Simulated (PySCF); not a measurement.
The numbers are results of TPSSh-D3(BJ)/def2-TZVP // CAM-B3LYP-D3(BJ)/def2-TZVP (PySCF), not measurements. Isolated molecules, 0 K electronic values unless said otherwise. One relaxed conformer stands for a flexible species; it need not be the lowest. Excitations are Tamm–Dancoff values on a coarser integration grid. The basis has no diffuse functions, so Rydberg states are missing or too high.

Reference species (SMILES): `SB(S)S` (neutral, multiplicity 1).

```
Item                  Result
-------------------  -------
T1 excitation (TDA)  4.76 eV
HOMO–LUMO gap        5.79 eV
```

Changed species: `BS` (H–B–S–H torsion 0°) (2 of 3 SH replaced by H; the reference has 0 of 3 SH replaced by H).

### Question
Predict the effect on the T1 excitation (TDA) and HOMO–LUMO gap.

### Answer
the T1 excitation (TDA) decreases by 0.10 eV, to 4.66 eV; the HOMO–LUMO gap increases by 0.37 eV, to 6.16 eV.
